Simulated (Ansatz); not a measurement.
# GaBr (SMILES [Ga][Br]): from total energies to a heat of formation

GaBr: 2 atoms, total charge 0, spin state singlet. As SMILES, `[Ga][Br]`. The coordinates come from a PBE0-D4/def2-TZVP relaxation.

```xyz
2

Ga    0.0000    0.0000    0.0138
Br    0.0000    0.0000    2.3881
```

Total energies at B3LYP/aug-cc-pVTZ (Ansatz 0.2.0); the atoms run unrestricted:

```tsv
species	state	energy (Eh)
GaBr	singlet	-4499.242333
Ga	doublet	-1924.897547
Br	doublet	-2574.188000
```

Harmonic wavenumbers at PBE0-D4/def2-TZVP, in cm⁻¹: 264.

Measured heats of formation of the gaseous atoms at 298.15 K, in kJ/mol: Ga 272.0, Br 111.9. Spin-orbit lowering of the atoms at 298 K (mean of the ground term's levels less their thermal mean, from spectra), in kJ/mol: Ga 6.24, Br 14.69. Take 1 Eh = 2625.50 kJ/mol, 1 cm⁻¹ = 0.0119627 kJ/mol, RT = 2.479 kJ/mol.

Work out the heat of formation of the gas at 298 K.


1. Electronic atomisation energy: (-1924.897547) + (-2574.188000) − (-4499.242333) = 0.156786 Eh = 411.6 kJ/mol.
2. Zero-point energy: half the sum of the wavenumbers, 132 cm⁻¹ = 1.6 kJ/mol.
3. Thermal vibrational enthalpy, Σ hcν̃/(exp(hcν̃/kT) − 1): 1.2 kJ/mol. Translation, rotation and pV of a linear molecule: 3.5 RT = 8.7 kJ/mol.
4. The 2 free atoms carry 5/2 RT each: 12.4 kJ/mol.
5. Spin-orbit coupling lowers the free atoms by 6.24 + 14.69 = 20.9 kJ/mol.
6. Atomisation enthalpy at 298 K: 411.6 − 20.9 − 1.6 − 1.2 − 8.7 + 12.4 = 391.6 kJ/mol.
7. Sum of the atoms' heats of formation: 383.9 kJ/mol. Heat of formation: 383.9 − 391.6 = -7.7 kJ/mol.

No measured value is set beside it here. Relativity is left out. Anharmonicity and any spin-orbit splitting of the molecule are left out.
